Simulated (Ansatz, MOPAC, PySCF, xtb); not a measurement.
Torsion H3–S1–Sn2–H4 in H2SSn (SMILES [SH][SnH]); at each angle all else is relaxed with GFN2-xTB, and the levels are single points there.
Geometry at 180° (charge 0, multiplicity 1):
```xyz
4

S     -1.15600     0.53763     0.47969
Sn     1.05807     0.61783    -0.47070
H     -1.62471    -0.46327    -0.26378
H      1.52243     1.99126     0.63246
```

On the grid 0° to 330°, 90° is the highest and 180° the lowest point at CCSD(T)/CBS(def2-TZVPP, def2-QZVPP).

Cores are frozen in the correlated methods. Filled d and f shells under p-block atoms count as core. CBS(a, b) extrapolates the correlation energy as X⁻³ and adds the Hartree–Fock energy of set b. The state that PM3 reach isn't checked.

Programs: Ansatz (Gaussian basis) for Hartree–Fock, density functionals and correlated methods; MOPAC for PM3 (differences of heats of formation); PySCF for M06-2X; xtb for the GFN methods. Each number belongs to the level named beside it. In def2 rows elements past Kr take small-core potentials, without spin–orbit coupling.

```json
[
 {"level": "PM3", "energy at 90° less that at 180° (meV)": "573.9"},
 {"level": "GFN2-xTB", "energy at 90° less that at 180° (meV)": "200.2"},
 {"level": "HF/def2-QZVPP", "energy at 90° less that at 180° (meV)": "507.5"},
 {"level": "SVWN5/def2-TZVPP", "energy at 90° less that at 180° (meV)": "655.6"},
 {"level": "BLYP/def2-TZVPP", "energy at 90° less that at 180° (meV)": "590.8"},
 {"level": "M06-2X/def2-TZVPP", "energy at 90° less that at 180° (meV)": "525.2"},
 {"level": "MP2/def2-SVP", "energy at 90° less that at 180° (meV)": "(withheld)"},
 {"level": "MP2/def2-QZVPP", "energy at 90° less that at 180° (meV)": "(withheld)"},
 {"level": "CCSD(T)/CBS(def2-TZVPP, def2-QZVPP)", "energy at 90° less that at 180° (meV)": "525.0"}
]
```

### Question
Some entries are withheld; supply them.

### Answer

- MP2/def2-SVP, energy at 90° less that at 180° (meV): 607.7
- MP2/def2-QZVPP, energy at 90° less that at 180° (meV): 551.9

Ansatz is a first-principles code.
